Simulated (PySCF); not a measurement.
# Mayer bond orders and bond lengths

C6H4F2OS.
Atom-mapped SMILES: `[CH:1]#[C:2][C@@H:3]1[CH2:4][C:5]([F:6])=[C:7]([F:8])[S@:9]1=[O:10]` (hydrogens: H11 on C1; H12 on C3; H13, H14 on C4)

Geometry (PBE0-D3(BJ)/def2-SVP, Å), atoms numbered from 1 in this order:
```
atom  x, y, z in Å
C1     2.3927   -0.2101   -1.5009
C2     1.5478   -0.4652   -0.6719
C3     0.5422   -0.7323    0.3328
C4    -0.8795   -0.8350   -0.2269
C5    -1.3656    0.5707   -0.2906
F6    -2.4020    0.8604   -1.0526
C7    -0.7158    1.4542    0.4735
F8    -1.0045    2.7319    0.6173
S9     0.5214    0.7069    1.5605
O10   -0.1928    0.2250    2.7814
H11    3.1437    0.0077   -2.2382
H12    0.8175   -1.5874    0.9692
H13   -0.8874   -1.3073   -1.2205
H14   -1.5238   -1.4300    0.4408
```

Bond orders from the PBE0/pcSseg-1 density (PySCF). One conformer (not necessarily the lowest) at the PBE0-D3(BJ)/def2-SVP geometry, without solvent, vibrations or thermal averaging.

**Question.** Where do the orders between heavy atoms depart from those drawn in the SMILES?

**Answer.** The largest departure is 0.472, at C1–C2 (drawn triple, 2.528). Drawn single, order below 0.88: C2–C3 (0.858), C7–S9 (0.861) and S9–C3 (0.833). Drawn double or triple, more than 0.30 short of the drawn order: C1–C2 (2.528), C5–C7 (1.664) and S9–O10 (1.563).

**Question.** Give the Mayer order of every bond between heavy atoms, beside its length.

**Answer.** 
```
  bond  drawn as  length (Å)  Mayer order
 C1–C2    triple       1.211        2.528
 C2–C3    single       1.446        0.858
 C3–C4    single       1.531        0.967
 C4–C5    single       1.489        1.038
 C5–F6    single       1.319        0.986
 C5–C7    double       1.337        1.664
 C7–F8    single       1.318        0.970
 C7–S9    single       1.809        0.861
S9–O10    double       1.494        1.563
 S9–C3    single       1.892        0.833
```

By pair of heavy elements: C–C: lowest C2–C3 (0.858, 1.446 Å), highest C1–C2 (2.528, 1.211 Å); in 2 of the 10 pairs the longer bond (by over 0.003 Å) has the higher order (by 0.02 or more). C–F: all 2 within 0.02 of one another (0.970 to 0.986). C–S: lowest S9–C3 (0.833, 1.892 Å), highest C7–S9 (0.861, 1.809 Å).

**Question.** And the bonds to hydrogen?

**Answer.** C–H: 0.91 to 1.13 (4 bonds).

**Question.** Sum the orders of all bonds at each heavy atom with more than one neighbour and set the sums beside the valence in the SMILES.

**Answer.** C1 3.660 (drawn 4), C2 3.386 (drawn 4), C3 3.568 (drawn 4), C4 3.840 (drawn 4), C5 3.688 (drawn 4), C7 3.495 (drawn 4), S9 3.257 (drawn 4). Orders between atoms that aren't bonded are not in these sums.

The Mayer order sums products of elements of PS (density times overlap matrix) between the two atoms' basis functions, so it depends on the basis set.
